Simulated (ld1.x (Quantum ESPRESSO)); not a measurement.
**Zr (Z = 40): variants of one ultrasoft potential**

Base potential:

zirconium (Zr), ultrasoft, made with ld1.x (Quantum ESPRESSO) 7.5 (PBEsol, scalar-relativistic). Core [Ar] 3d10, reference 4s2 4p6 4d2 5s1.5 5p0.5. Waves: 4s (bound): rcut 1.55, rcutus 1.85 bohr; 5s (bound): rcut 1.55, rcutus 1.85 bohr; 4p (bound): rcut 2.10, rcutus 2.80 bohr; 5p (bound): rcut 2.10, rcutus 2.80 bohr; 4d (bound): rcut 1.25, rcutus 1.70 bohr; 4d channel at 0.25 Ry: rcut 1.25, rcutus 1.70 bohr. Local part: all-electron potential smoothed inside 1.80 bohr (lloc = -2). Core correction: Bessel-smoothed model core, default radius (core density twice the valence density). Augmentation charge: PSQ, inside the norm-conserving radii.

All-electron outer shells of the reference configuration (PBEsol, scalar-relativistic, ld1.x):

```tsv
shell	level (eV)	outermost node (bohr)	outermost maximum (bohr)
3p	-318.01	0.18	0.40
3d	-175.33	–	0.35
4s	-55.09	0.55	1.08
4p	-33.06	0.56	1.17
5s	-4.84	1.47	3.11
4d	-4.15	0.58	1.61
5p	-1.77	1.70	4.10
```

Cutoffs, loose and tight: the cutoffs (Ry, on a coarse ladder) from which the occupation-weighted sum of valence levels, in a spherical-Bessel basis at the reference potential, stays within 10 and 1 mRy of its value at 400 Ry. They do not see the model core or the augmentation charge, which bear on the density cutoff. Test errors are all-electron minus pseudo excitation energies from the reference, over the configurations 4s2 4p6 4d2 5s2 5p0; 4s2 4p6 4d2 5s1 5p0; 4s2 4p6 4d2 5s0 5p0; 4s2 4p6 4d1 5s0 5p0; 4s2 4p6 4d0 5s0 5p0; 4s2 4p6 4d2 5s0 5p1; 4s1 4p6 4d2 5s2 5p0. A dash means not determined; rows that change the core or the reference have their own tests. The largest error is taken over the tests solved by every variant that gives reliable tests at all: 4s2 4p6 4d2 5s0 5p0; 4s2 4p6 4d2 5s1 5p0; 4s2 4p6 4d2 5s2 5p0.

Cutoffs are not given where the Bessel-basis levels miss the radial ones by over 6 mRy, ghosts where they miss by over 20 mRy; a channel whose overlap is not positive is not tested.

A file whose overlap is not positive is unfit for use, and its test errors describe a broken file.

| change | outcome | cutoff, loose | cutoff, tight | bound ghosts | largest test error (meV) |
| --- | --- | --- | --- | --- | --- |
| base | generated | 30 Ry | 35 Ry | none | -4.2 |
| local potential all-electron potential smoothed inside 1.18 bohr (lloc = -2) | generated, overlap not positive | – | – | not determined (overlap not positive) | -4.1 |
| local potential all-electron potential smoothed inside 1.30 bohr (lloc = -2) | generated, overlap not positive | – | – | not determined (overlap not positive) | -4.2 |
| local potential all-electron potential smoothed inside 1.72 bohr (lloc = -2) | generated | 30 Ry | 35 Ry | none | -4.2 |
| local potential all-electron potential smoothed inside 1.90 bohr (lloc = -2) | generated | 30 Ry | 35 Ry | none | -4.2 |
| local potential all-electron potential smoothed inside 2.18 bohr (lloc = -2) | generated | 30 Ry | 35 Ry | none | -5.1 |
| local potential all-electron potential smoothed inside 2.40 bohr (lloc = -2) | generated | 30 Ry | 35 Ry | none | -5.0 |
| local potential all-electron potential smoothed inside 2.72 bohr (lloc = -2) | generated | 30 Ry | 40 Ry | none | -5.1 |
| local potential all-electron potential smoothed inside 3.04 bohr (lloc = -2) | generated | 30 Ry | 40 Ry | none | -5.2 |
| local potential all-electron potential smoothed inside 3.26 bohr (lloc = -2) | generated | 30 Ry | 40 Ry | none | -5.1 |

Reading the sweep of the rcloc (base included, trends over the rows without a ghost): The loose cutoff stays near 30 Ry. The median size of the test errors (rows with all tests solved) stays near 5.0 meV.
